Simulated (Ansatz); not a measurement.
`O[SiH2][Si](F)(Cl)Cl` → `O[SiH]` + `F[SiH](Cl)Cl` at 600 K and 1 bar (silylene formation by 1,1-elimination).

Calculated with Ansatz (gas phase, PBE0-D4/def2-TZVP geometries, no zero-point term in ΔE). CCSD(T)/CBS adds triple-zeta CCSD(T) − MP2 to the extrapolated MP2 energy (def2 sets, frozen cores). This one scheme is used for every species. Each species was taken in one conformer, which may not be the lowest.

| species | CCSD(T)/CBS energy (Eh) | H − E (kJ/mol) | S (J/(mol·K)) |
| --- | --- | --- | --- |
| `O[SiH2][Si](F)(Cl)Cl` | -1674.70305 | 173.1 | 513.0 |
| `O[SiH]` | -365.43832 | 81.5 | 278.0 |
| `F[SiH](Cl)Cl` | -1309.19911 | 80.8 | 368.7 |

H − E and S are ideal-gas, rigid-rotor, harmonic terms from PBE0-D4/def2-TZVP, for one conformer and one mirror image of each species. 1 Eh = 2625.50 kJ/mol, R = 8.31446 J/(mol·K).

Q: By hand: ΔE, ΔH, ΔS and ΔG.

A: ΔE = (-365.43832) + (-1309.19911) − (-1674.70305) = 0.06562 Eh = 172.3 kJ/mol. Δ(H − E) = 81.5 + 80.8 − 173.1 = -10.8, so ΔH = 161.5 kJ/mol. ΔS = 278.0 + 368.7 − 513.0 = 133.7 J/(mol·K). ΔG = 161.5 − 600 × (133.7)/1000 = 81.3 kJ/mol.

Q: By hand: the equilibrium constant, and the temperature at which ΔG would vanish if ΔH and ΔS stayed fixed.

A: log₁₀ K = −ΔG/(RT ln 10) = -7.1. ΔG = 0 at ΔH/ΔS = 1208 K.

The number of gas molecules changes by +1, which sets the sign of ΔS. A doubt of 5 kJ/mol in ΔE shifts log₁₀ K by 0.4 here. Other conformers and mirror images would add mixing entropy, several J/(mol·K) or more a flexible species. Modes under 60 cm⁻¹, often nearly free rotors, make the harmonic entropy too high. These are equilibria of isolated gas molecules and say nothing of rates. Largest T1 diagnostic: 0.016 (customary marks: 0.02 for closed shells, 0.045 for open ones).
